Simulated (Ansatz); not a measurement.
Cartesian coordinates in Å:
```
N -3.188 -0.756 -1.847
C -2.374 -0.155 -1.163
C -1.557 0.408 -0.305
N -0.247 -0.029 -0.052
B 0.672 0.577 0.799
Si 2.500 -0.226 1.036
H -3.233 -0.471 -2.826
H -1.886 1.285 0.238
H 0.005 -0.874 -0.544
H 0.317 1.574 1.363
H 3.574 0.730 0.642
H 2.753 -0.609 2.455
H 2.665 -1.456 0.203
```

Charge 0, multiplicity 1.

**Question.** List the PBE/def2-TZVPP orbital energies in eV (Ansatz). (An estimate is asked.)

**Answer.** The calculation gave: Occupied: -1778.90, -381.72, -381.52, -270.86, -270.32, -176.73, -136.70, -93.44, -93.43, -93.39, -23.85, -23.20, -18.53, -14.77, -14.05, -13.52, -12.48, -11.34, -10.03, -9.33, -8.98, -8.80, -8.04, -8.01, -6.80, -5.38. Lowest empty: -2.02, -1.74, -0.14, 0.05, 0.46, 0.56, 1.01, 1.11.
